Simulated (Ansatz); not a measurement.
Reaction (ligand exchange at a Ga–N bond): `CC[N](C)[GaH][CH3]` + CH₃NH₂ → `C[NH][GaH][CH3]` + ethylmethylamine

Calculated with Ansatz (gas phase, PBE0-D4/def2-TZVP geometries, no zero-point term in ΔE). CCSD(T)/CBS adds triple-zeta CCSD(T) − MP2 to the extrapolated MP2 energy (def2 sets, frozen cores). DFT in def2-TZVPP. For Ga outer-core shells are correlated without core-valence functions, which leaves a few kJ/mol of doubt a bond. Scalar relativity is left out up to krypton. One conformer a species, not always the lowest.

```csv
level,ΔE (kJ/mol)
B97M-V,-2.9
CAM-B3LYP,-9.2
SCS-MP2/def2-QZVPP,-1.2
HF/CBS(def2),-14.6
```

**Question.** What does CCSD(T)/CBS give? (Estimate.)

**Answer.** Computed: -0.2 kJ/mol. The listed levels differ from it by -2.7, -9.0, -1.0, -14.4 kJ/mol.

Largest T1 diagnostic among the species: 0.013.

Leaving LDA and LC-ωPBE aside and taking each functional with its dispersion term where it has one, the values, not all of them listed here, spread over 6.5 kJ/mol, from B2PLYP to revPBE-D4. LDA lies +4.2 kJ/mol from PBE without D4. In def2-TZVPP, CCSD(T) changes the Hartree–Fock value by +15.0 kJ/mol (the triples alone add +2.5 kJ/mol) and MP2 by +16.6 kJ/mol.
